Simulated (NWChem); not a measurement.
System: GeH₂O, singlet; SMILES [OH][GeH]

Input file for NWChem:

```
start job
memory heap 200 mb stack 900 mb global 1100 mb
geometry units angstroms noautoz
  Ge     0.031991    -0.393567     0.000000
  H     -1.586432    -0.482220     0.000000
  O      0.118140     1.390782     0.000000
  H     -0.735581     1.838494     0.000000
end
basis spherical
  * library def2-svp
end
dft
  xc xpbe96 cpbe96
  iterations 150
  vectors input atomic output neutral.movecs
end
task dft energy
charge 1
dft
  odft
  mult 2
  vectors input atomic output cation.movecs
end
task dft energy
```

Low-valent species are run as closed-shell singlets; no triplet was tried in these runs. The geometry was optimised at PBE0/def2-SVP.

Ions are spin-unrestricted doublets at the neutral geometry; other ion states weren't tried.

Question: Predict the main results of this run. (PBE/def2-SVP, vertical spin-unrestricted ions.) Quantities: vertical ionisation energy, ΔSCF (eV); −ε(HOMO) (eV).

Answer: 
```json
{
  "vertical ionisation energy, ΔSCF (eV)": "9.30",
  "−ε(HOMO) (eV)": "5.72"
}
```
